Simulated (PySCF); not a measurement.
An excited-state job on `FC[C@@H]1C[C@@H](F)[Ge@@H]1[Cl]`.

Method: TDDFT PBE0/def2-SVPD, vertical, gas phase, core orbitals frozen in the response (PySCF 2.14.0, density-fitted response routines). Geometry: GFN2-xTB. A driver script takes a list of jobs; this job's settings line and coordinates (Å) are shown.

Command:
```bash
OMP_NUM_THREADS=1 python probes_run.py task.json out
```

Input:
```
{"job": {"kind": "uv", "xc": "PBE0", "basis": "def2-SVPD", "nstates": 8, "ntriplets": 3}, "charge": 0, "multiplicity": 1}
F     -2.757618     0.234027     0.338574
C     -1.575816     0.506914     0.991511
C     -0.499683    -0.383905     0.416797
C      0.952518     0.005833     0.735114
C      1.678270    -0.269135    -0.590582
F      2.179560    -1.557836    -0.609121
Ge    -0.113806    -0.228657    -1.576955
Cl    -0.536888     1.655829    -2.427115
H     -1.752667     0.332868     2.059108
H     -1.360786     1.566406     0.813022
H     -0.699610    -1.420610     0.688581
H      1.020101     1.070642     0.961447
H      1.383467    -0.557601     1.562308
H      2.526710     0.387569    -0.795065
H     -0.448166    -1.334353    -2.589536
```

Output:
```
coarse grid: 62360 points
cycle   1  E = -2892.0188861342  dE =  2.277e-01  |g| = 7.116e-01  |ddm| = 5.508e+00
cycle   2  E = -2891.9470671454  dE =  7.182e-02  |g| = 9.904e-01  |ddm| = 2.025e+00
cycle   3  E = -2892.1058796180  dE = -1.588e-01  |g| = 7.978e-02  |ddm| = 1.160e+00
cycle   4  E = -2892.1067091555  dE = -8.295e-04  |g| = 4.065e-02  |ddm| = 1.347e-01
cycle   5  E = -2892.1070020563  dE = -2.929e-04  |g| = 6.876e-03  |ddm| = 5.838e-02
cycle   6  E = -2892.1070119013  dE = -9.845e-06  |g| = 2.485e-03  |ddm| = 1.570e-02
final grid: 130432 points
cycle   7  E = -2892.1069454484  dE =  1.227e-06  |g| = 3.322e-03  |ddm| = 1.382e-02
cycle   8  E = -2892.1069424013  dE =  3.047e-06  |g| = 4.734e-03  |ddm| = 1.264e-02
cycle   9  E = -2892.1069484951  dE = -6.094e-06  |g| = 3.275e-04  |ddm| = 7.328e-03
cycle  10  E = -2892.1069485174  dE = -2.226e-08  |g| = 5.845e-05  |ddm| = 5.646e-04
cycle  11  E = -2892.1069485180  dE = -5.598e-10  |g| = 6.709e-06  |ddm| = 6.162e-05
converged SCF energy = -2892.1069485180

Static polarisability (au): isotropic 90.871, principal 80.982 89.228 102.403

Singlet excitations
state   eV       nm        f      main configurations
  1   5.9704    207.7   0.00505   H->L 0.95
  2   6.5343    189.7   0.00522   H-1->L 0.72, H->L+1 0.23
  3   6.7515    183.6   0.03273   H->L+2 0.92
  4   6.8310    181.5   0.09894   H->L+1 0.66, H-1->L 0.20, H-1->L+2 0.08
  5   7.0515    175.8   0.01393   H-1->L+1 0.93
  6   7.2927    170.0   0.02571   H->L+3 0.95
  7   7.5617    164.0   0.12667   H-1->L+2 0.60, H->L+4 0.28
  8   7.6861    161.3   0.08558   H->L+4 0.45, H-1->L+2 0.22, H-2->L 0.12

Triplet excitations (Tamm-Dancoff, eV): 5.4210 5.7382 5.9973
```

The SCF starts on a coarse grid where the log names one; the energy can jump when the final grid takes over, and dE then counts from the start density on the new grid. H and L stand for HOMO and LUMO; the number after each pair is its weight.

Task: Give the mean polarisability as a volume in Å³, and the ratio of the largest to the smallest principal value.

Result: 90.871 au × 0.148185 = 13.47 Å³; 102.403/80.982 = 1.26.

Task: How does the lowest singlet excitation compare with the HOMO–LUMO gap?

Result: HOMO -7.71 eV and LUMO -0.45 eV give a gap of 7.26 eV; S1 at 5.97 eV lies 1.29 eV below it.

Summary of the converged run: HOMO -7.71 eV, LUMO -0.45 eV; lowest singlet 5.97 eV; lowest triplet 5.42 eV (Tamm–Dancoff); mean polarisability 90.9 au.

 Relativistic effects, spin–orbit coupling among them, are left out although an element past zinc is present.

Task: Estimate the wall time. Hardware: an Arm Neoverse N1 with one thread, on a shared host. And the peak memory of the process?

Result: About 1.9 min, with 0.98 GiB resident at the peak, the Python interpreter and its libraries included.

One conformer stands for the species.
Labels such as C1 count atoms from 1, the log's own numbers from 0.
